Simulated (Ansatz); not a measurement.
Two isomers of C3H4BClS: A = `CBC(Cl)=C=S`, B = `ClC1=CCSB1`.

Computed with Ansatz on PBE0-D4/def2-TZVP structures; ΔE is electronic, products minus reactants. CBS: MP2 limit from def2 TZ/QZ plus the TZ coupled-cluster correction, frozen cores. Functionals use def2-TZVPP. B3LYP here is the variant with VWN-RPA as its local correlation; programs differ in this. Each species was taken in one conformer, which may not be the lowest.

Which isomer does CCSD(T)/CBS put lower? Give the gap. (An estimate is asked.)

The calculation gave: B, by 162.6 kJ/mol.

Give E(B) − E(A) in kJ/mol with r2SCAN-D4, CCSD/def2-TZVPP, MP2/def2-TZVPP, CCSD(T)/def2-TZVPP, B3LYP, B3LYP-D4, ωB97M-V. (Estimate.)

The calculation gave: r2SCAN-D4 -145.4, CCSD/def2-TZVPP -161.9, MP2/def2-TZVPP -156.8, CCSD(T)/def2-TZVPP -157.5, B3LYP -131.4, B3LYP-D4 -137.9, ωB97M-V -159.4. None reverses the order clearly.

Largest T1 diagnostic: 0.015.

The D4 term adds −6.6 kJ/mol with B3LYP and −3.0 kJ/mol with PBE0; it sums over pairs of atoms, weighted by their polarisabilities, and B3LYP, whose exchange is more repulsive, gets the larger term. From PBE to PBE0 (25 % exact exchange), in def2-TZVPP and without D4, E(B) − E(A) moves by −20.5 kJ/mol.
